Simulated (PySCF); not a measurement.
A geometry optimisation on `[F][Ti]([F])[F]` [radical].

Computed with PBE0-D3(BJ)/def2-SVP geometry optimisation, gas phase (PySCF 2.14.0). Start geometry: GFN2-xTB. The input is one job of a driver script: a line of settings, then coordinates in Å.

Input:
```
{"job": {"xc": "PBE0", "basis": "def2-SVP", "d3": "d3bj", "grid": 1, "maxiter": 40, "kind": "geom"}, "charge": 0, "multiplicity": 2}
Ti     0.000040     0.000040    -0.000230
F      1.692990    -0.024400     0.011610
F     -0.825510     1.478230    -0.015120
F     -0.867520    -1.453870     0.003740
```

Output:
```
step   0  E = -1148.35797914  max force = 0.046472
step   1  E = -1148.36555393  max force = 0.004148
step   2  E = -1148.36562410  max force = 0.000688
step   3  E = -1148.36562621  max force = 0.000113
optimisation converged
```

Energies in Eh; «max force» is the largest Cartesian gradient component in Eh/bohr.

Q: Give the first gradient maximum in eV/Å.

A: With 1 Eh/bohr = 51.422 eV/Å, 2.390 eV/Å.

Q: How much energy does the optimisation release, in eV?

A: E(step 0) − E(last step) = 0.007647 Eh, which is 0.208 eV.

In short: final energy -1148.36563 Eh after 3 steps; dipole 0.02 D.

Q: Give the final coordinates.

A: 0.053 Å rms from the input after alignment:
```
atom  x, y, z in Å
Ti1   -0.0018   -0.0008    0.0007
F2     1.7516   -0.0150    0.0081
F3    -0.8594    1.5294   -0.0134
F4    -0.8904   -1.5135    0.0046
```

The run took 9.4 s on an x86-64 server with one thread (shared host).
Labels such as C1 count atoms from 1, the log's own numbers from 0.

Neither the SCF state along the optimisation nor the shape of the open-shell metal species was proved the lowest: other solutions of the same spin, or a structure of lower symmetry, can lie below.
